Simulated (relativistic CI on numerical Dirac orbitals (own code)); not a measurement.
## Radial parameters of La²²⁺

Calculated at this level of theory: Dirac-Coulomb-Breit CI, orbitals from a KLI potential per configuration, QED by a radiative potential, unscaled Slater integrals (own radial code, finite nucleus).

Slater integrals F^k, G^k are unscaled and averaged over j, outside the closed core [Ar] 3d10; ζ comes from projecting the Hamiltonian with its Breit term on Σ l·s of the shell.

- 4s2 4p5: ζ(4p) = 116340 cm⁻¹; <r>(4p) = 0.6209, <r^2>(4p) = 0.4352 (bohr units).
- 4s2 4p4 4d: F^2(4p,4p) = 166480, ζ(4p) = 116650, F^2(4p,4d) = 161600, G^1(4p,4d) = 202970, G^3(4p,4d) = 129400, ζ(4d) = 13735 cm⁻¹; <r>(4p) = 0.6209, <r^2>(4p) = 0.4351, <r>(4d) = 0.6375, <r^2>(4d) = 0.4638 (bohr units).
- 4s 4p5 4d: G^1(4s,4p) = 218480, ζ(4p) = 116510, G^2(4s,4d) = 159630, F^2(4p,4d) = 161550, G^1(4p,4d) = 202920, G^3(4p,4d) = 129360, ζ(4d) = 13837 cm⁻¹; <r>(4s) = 0.6022, <r^2>(4s) = 0.407, <r>(4p) = 0.621, <r^2>(4p) = 0.4353, <r>(4d) = 0.6377, <r^2>(4d) = 0.464 (bohr units).

Averages of the first 10 configurations, taken without configuration mixing, which lowers the lowest level and can move excited configurations by several eV; other configurations of the list can lie among them:

```csv
Configuration,Parity,States,Average energy above the lowest level (eV)
4s2 4p5,odd,6,8.7
4s 4p6,even,2,91.2
4s2 4p4 4d,even,150,115.5
4s 4p5 4d,odd,120,194.7
4s2 4p4 4f,odd,210,230.8
4s 4p5 4f,even,168,310.2
4p6 4d,even,10,281.3
4s 4p4 4d2,even,1350,300.3
4s2 4p3 4d 4f,even,2800,338.0
4p6 4f,odd,14,397.1
```
